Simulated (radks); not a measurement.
Results of a calculation; reference values are marked as such.
Species: the neodymium ion Nd4+. Configuration: [Kr] 4d10 4f2 5s1 5p6 5f1 (not the ground configuration).

Level of theory: non-relativistic Kohn-Sham, exchange-only LDA, spin-unpolarised, spherical densities, point nucleus; relativity is left out, which matters for an element this heavy (a radial shooting solver on a logarithmic mesh with Libxc functionals).

Energy parts (hartree):
| part | energy |
|---|---|
| total | -9269.1859 |
| kinetic | 9269.1859 |
| electron-nucleus | -21866.0981 |
| Hartree | 3527.9535 |
| exchange | -200.2271 |

Orbitals (lengths in bohr, moments of r in powers of bohr; r(max) is where P^2 peaks):
orbital  occ.  eigenvalue (hartree)      <r>   r(max)
1s          2             -1511.804  0.02532  0.01678
2s          2             -238.7878   0.1082  0.09220
2p          6             -226.5137  0.09185  0.07182
3s          2             -53.41230   0.2820   0.2588
3p          6             -48.03901   0.2716   0.2456
3d         10             -37.99448   0.2427   0.1971
4s          2             -12.16350   0.6366   0.5936
4p          6             -10.12043   0.6532   0.6014
4d         10              -6.50459   0.6951   0.6144
4f          2              -2.19618   0.8537   0.6194
5s          1              -3.03000    1.444    1.334
5p          6              -2.41738    1.574    1.434
5d          0              -1.47125    1.965    1.735
5f          1              -0.68349    3.333    2.942
6s          0              -1.13924    3.045    2.898
6p          0              -0.95400    3.387    3.228
6f          0              -0.39732    6.273    6.406

The highest occupied level is 5f at -18.599 eV. The configuration is held as typed, so some empty levels lie below it. The electron density at the nucleus is 1.53e+05 e/bohr^3. Summed over all electrons, <r^2> = 44.31 bohr^2, which gives a Langevin (diamagnetic) susceptibility term of -35.1 x 10^-6 cm^3/mol.
